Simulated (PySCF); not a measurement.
System: sum formula H₆SiN₃O (charge 0, doublet). It need not be the lowest isomer of its formula. 
Geometry from a B3LYP-D3(BJ)/def2-TZVP (Ansatz) optimisation:
SMILES: [NH][Si](N)(N)O
```xyz
11

N      1.0542     1.1942     0.7511
Si     0.0084     0.0248    -0.0071
N     -0.7884    -0.9334     1.1651
N      1.0832    -0.8630    -0.9821
O     -1.2540     0.6683    -0.8547
H      0.5540     1.9775     1.1752
H     -1.6781    -0.6613     1.5517
H     -0.2719    -1.5409     1.7792
H      0.8220    -1.6568    -1.5411
H      2.0774    -0.7347    -0.9037
H     -1.0324     1.1378    -1.6622
```
Charge 0, spin multiplicity 2.

Dispersion corrections to the total energy (kcal/mol) from the dftd3 and dftd4 libraries through PySCF: D3(BJ) without and D4 with the three-body term, each with the damping fitted for the functional named.

```csv
functional,D3(BJ),D4
BLYP,-11.15,…
BHLYP,-7.24,-6.45
HF,-41.14,-19.50
TPSSh,…,-6.70
B3LYP,-9.14,-8.79
LC-wPBE,-4.96,-6.07
PBE,-5.24,…
```

Question: Some entries are withheld; supply them.

Answer: 
- BLYP, D4: -12.13
- TPSSh, D3(BJ): -6.08
- PBE, D4: -5.46
